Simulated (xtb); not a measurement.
Ge(H)(OH)(NH2)2 (GeH₆N₂O), SMILES [NH2][GeH]([NH2])[OH]. All values are semi-empirical tight-binding results from xtb (GFN2-xTB unless named), good for trends rather than for accurate numbers. The structure is a stationary point at GFN2-xTB. This is a generated structure with no PubChem entry under its InChIKey; it may be hypothetical. The values are those of a single conformer.

Optimised geometry:

Bond lengths (Å): Ge1–N2 1.808, Ge1–N3 1.797, Ge1–O4 1.755, Ge1–H5 1.513, N2–H6 1.009, N2–H7 1.010, N3–H8 1.009, N3–H9 1.009, O4–H10 0.954. Angles (°): N2–Ge1–N3 106.0, N2–Ge1–O4 115.1, N2–Ge1–H5 106.7, N3–Ge1–O4 101.3, N3–Ge1–H5 119.5, O4–Ge1–H5 108.6, Ge1–N2–H6 118.8, Ge1–N2–H7 115.5, H6–N2–H7 108.8, Ge1–N3–H8 117.0, Ge1–N3–H9 115.6, H8–N3–H9 109.3, Ge1–O4–H10 118.0.

For metal compounds this method's bond lengths and energies can be far off.

Computed properties:
The orbital gap comes out as 7.61 eV and the zero-point energy is 43.0 kcal/mol. The G − E(el) at 298.15 K (modified RRHO) is 23.6 kcal/mol.

Give the atomic charges and the Wiberg bond orders between heavy atoms. (Estimate from the structure and the level; the computed values follow.)

charges (e) Ge1 0.30, N2 -0.39, N3 -0.36, O4 -0.48, H5 -0.03, H6 0.16, H7 0.17, H8 0.16, H9 0.17, H10 0.30. Bond orders Ge1–N2 1.05, Ge1–N3 1.12, Ge1–O4 1.10.
